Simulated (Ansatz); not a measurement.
Li7H7⁺, relaxed as a doublet with UKS PBE-D4/def2-TZVP in Ansatz, starting from the GFN1-xTB geometry. Force threshold 0.02 eV/Å.

In the doublet, H8 and H11 lie 0.76 Å apart (atoms count from 1), so H2 has formed as a molecule. The structure comes from a short search, and lower isomers may exist.

Start:

Cartesian coordinates in Å:
```
Li 0.252 1.597 -1.090
Li -0.292 -0.185 2.076
Li -1.960 0.910 -0.606
Li 1.686 -0.616 -2.106
Li -0.827 1.110 -3.167
Li 0.200 -1.091 -0.064
Li 2.013 -2.233 0.911
H -0.842 0.308 3.753
H 1.807 -1.676 -0.768
H 0.822 0.753 -2.627
H -1.524 0.178 3.391
H -0.449 0.591 0.386
H -1.470 2.022 -1.834
H 0.585 -1.666 1.744
```

Q: Estimate the energy that the relaxation releases and the steps that it takes.

A: 10.0 kcal/mol, in 26 steps; 71 s on 4 threads of Intel Xeon on a shared host. The force fell under the threshold at step 17, but the optimiser went on. No frequencies were taken in this run, so the end may be a saddle point.

Q: Does the start keep its bonding?

A: Bonds lost: Li2–H8, Li2–H11, Li6–H12 (atoms count from 1). Bonds formed: Li5–Li6 (atoms count from 1). Metal–metal contacts that move far: Li1–Li4 2.83 to 3.44 Å.

Q: Predict the relaxed structure.

A: 
Cartesian coordinates in Å:
```
Li 0.1873 1.8791 -0.9651
Li -0.2558 0.0287 1.9029
Li -2.1840 1.0346 -0.5883
Li 2.1292 -0.7019 -2.1455
Li -0.8026 0.6152 -2.9406
Li 0.1774 -0.8270 -0.4772
Li 1.7506 -2.3943 0.7301
H -1.1808 0.4923 3.7011
H 1.8323 -1.7797 -0.8728
H 0.8199 0.4702 -2.0096
H -1.0173 -0.2426 3.7883
H -0.6010 0.8958 0.4049
H -1.3666 1.9133 -1.8850
H 0.5114 -1.3837 1.3567
```
Bond lengths (bridged metal pairs left out): 6 × Li–Li 2.53 to 3.02 Å; 13 × H–Li 1.69 to 1.88 Å.
